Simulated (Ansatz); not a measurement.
Ansatz (a first-principles code) input (CCSD(T)/def2-SVPD):

Ansatz 0.2 input:
```yaml
crystal:
  periodic: [false, false, false]
  atoms:
    - {symbol: La, position_ang: [0.03573822, -0.30860268, 0.08254766]}
    - {symbol: F, position_ang: [2.13136139, -0.78223000, 0.06698704]}
    - {symbol: F, position_ang: [-0.94720024, -0.63086990, 1.96567731]}
    - {symbol: Cl, position_ang: [-0.74673699, 1.78283836, -1.35289388]}
basis:
  gaussian:
    orbitals: def2-SVPD
magnetization: {spin_polarized: false}
correlation: {method: ccsd_t, electrons: outside_noble_gas}
output: {forces: true}
```

End of the output:

```
integrals: 0.15 GiB planned
996 factors; integrals over basis functions are off by at most 3.9e-4 eV
mean field: 0.39 GiB planned
mean field evaluation 1: about -18757.8543 eV, gradient 5.0e1 eV
mean field evaluation 2: about -18757.9135 eV, gradient 5.0e1 eV
mean field evaluation 4: about -18762.5740 eV, gradient 1.8e0 eV
mean field evaluation 8: about -18762.6059 eV, gradient 1.4e-1 eV
mean field evaluation 16: about -18760.1128 eV, gradient 4.0e1 eV
mean field -18762.60607888 eV, -689.5130556478 hartree, gradient 1.2e-6 eV, S^2 0.000000; 0 other end points of the search recorded, 0 dependent functions left out
11 core orbitals not correlated, not the lowest: weight in the atoms' cores, before any rotation towards them, 0.749 or more for the frozen orbitals, at most 0.226 for the correlated occupied ones
reference -18762.60607888 eV, -689.5130556478 hartree; 12, 12 occupied and 85, 85 virtual orbitals, 996 factors
densities: 0.63 GiB planned
second order -16.44867418 eV of doubles, -0.00000000 eV of singles
coupled cluster: 0.44 GiB planned
cycle   1  -16.15989185 eV  change    2.9e-1 eV  update   1.3e-1
cycle   2  -16.54987750 eV  change   -3.9e-1 eV  update   4.7e-2
cycle   3  -16.64244028 eV  change   -9.3e-2 eV  update   2.0e-2
cycle   4  -16.64464031 eV  change   -2.2e-3 eV  update   4.9e-3
cycle   5  -16.63812885 eV  change    6.5e-3 eV  update   1.6e-3
cycle   6  -16.63792883 eV  change    2.0e-4 eV  update   5.4e-4
cycle   7  -16.63818944 eV  change   -2.6e-4 eV  update   2.0e-4
cycle   8  -16.63814974 eV  change    4.0e-5 eV  update   6.3e-5
cycle   9  -16.63813470 eV  change    1.5e-5 eV  update   2.1e-5
cycle  10  -16.63814929 eV  change   -1.5e-5 eV  update   8.0e-6
perturbative correction -0.39910443 eV, -0.0146668174 hartree
the calculation of the forces begins
Total energy: -18779.64333261 eV, -690.1391631738 hartree
Atom 0 at     0.035738    -0.308603     0.082548 Å, force    -0.162404    -0.101388    -0.255241 eV/Å
Atom 1 at     2.131361    -0.782230     0.066987 Å, force     0.613976    -0.159941    -0.013807 eV/Å
Atom 2 at    -0.947200    -0.630870     1.965677 Å, force    -0.297737    -0.115116     0.548488 eV/Å
Atom 3 at    -0.746737     1.782838    -1.352894 Å, force    -0.153835     0.376445    -0.279440 eV/Å
Dipole moment:    -0.202791    -0.764421    -0.267869 e Å
```
